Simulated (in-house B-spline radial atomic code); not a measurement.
Results of a calculation; reference values are marked as such.
# From levels and matrix elements to observables: Mn²²⁺

One electron outside the 1s2 core, from an all-electron radial atomic-structure program (B-spline basis): Brueckner orbitals with a screened correlation potential on Dirac-Hartree-Fock, Breit and QED terms for the lowest states, dipole elements in length form with static core polarisation. The core's own polarisability, by RPA, is 2.36e-05 bohr³.

```json
{"state": "2s1/2", "removal energy (cm⁻¹)": "15162124", "size of the reduced dipole element to 2s1/2 (a.u.)": "-"}
{"state": "3s1/2", "removal energy (cm⁻¹)": "6642642", "size of the reduced dipole element to 2s1/2 (a.u.)": "-"}
{"state": "2p1/2", "removal energy (cm⁻¹)": "14787488", "size of the reduced dipole element to 2s1/2 (a.u.)": "0.1795"}
{"state": "2p3/2", "removal energy (cm⁻¹)": "14678921", "size of the reduced dipole element to 2s1/2 (a.u.)": "0.2557"}
{"state": "3p1/2", "removal energy (cm⁻¹)": "6538738", "size of the reduced dipole element to 2s1/2 (a.u.)": "0.09862"}
{"state": "3p3/2", "removal energy (cm⁻¹)": "6506615", "size of the reduced dipole element to 2s1/2 (a.u.)": "0.1367"}
```

Use R = 109737.3 cm⁻¹, 1 hartree = 219474.6 cm⁻¹, c = 137.036 and 1 a.u. of rate = 4.1341e16 s⁻¹.

(1) Find the quantum defects of the two s states and predict 4s1/2.

(2) What are the wavelength, oscillator strength and rate of 2s1/2–2p3/2?

## Answers

(1) With n* = 23 √(R/E): 2s1/2 has n* = 1.9567, δ = 0.0433; 3s1/2 has n* = 2.9562, δ = 0.0438. Ritz's form δ = δ0 + b/n*² gives b = -0.003, δ0 = 0.0442, so with n* ≈ 4 − 0.0438, δ = 0.0440 and E = R × 23²/(4 − 0.0440)² = 3709284 cm⁻¹. The program finds 3710744 cm⁻¹. In so highly charged an ion δ holds relativistic, Breit and QED shifts that Ritz's form doesn't follow, and the higher level lacks the last two.

(2) ΔE = 483203 cm⁻¹ = 2.20163 hartree, λ = 20.695 nm in vacuum. f = (2/3) ΔE D²/(2j + 1 of the lower state) = (2/3) × 2.20163 × 0.2557²/2 = 0.0480. A = (4/3) ΔE³ D²/(c³ (2j' + 1)) = 9.0380e-08 a.u. = 3.736e+09 s⁻¹, a partial lifetime of 0.2676 ns.
